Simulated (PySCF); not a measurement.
# Working out the excitation energy of Si

Si [Ne] 3s2 3p2 (3P) → Si [Ne] 3s1 3p2 4s1 (5P). Computed with PySCF 2.14 in aug-cc-pVDZ-DK, with the spin-free X2C one-electron Hamiltonian (Gaussian nucleus). Frozen: [Ne]. Energies in hartree (1 hartree = 27.21139 eV):

```csv
part,Si (lower),Si (upper)
UHF,-289.452928,-289.133479
CCSD correlation,-0.065980,-0.020169
(T),-0.001281,-0.000158
```

What does Hartree-Fock give?

(-289.133479) − (-289.452928) = 0.319449 hartree = 8.693 eV.

What do CCSD and CCSD(T) give?

The CCSD correlation energies differ by 0.045811 hartree = 1.247 eV and the triples by 0.001123 hartree = 0.031 eV, so CCSD gives 9.940 eV and CCSD(T) 9.971 eV.

The upper state lies above the first ionisation limit, but in LS coupling its spin forbids autoionisation to the ground ion. A Rydberg-like electron needs more diffuse functions than a valence basis has.

A double-zeta basis recovers only part of the correlation energy.
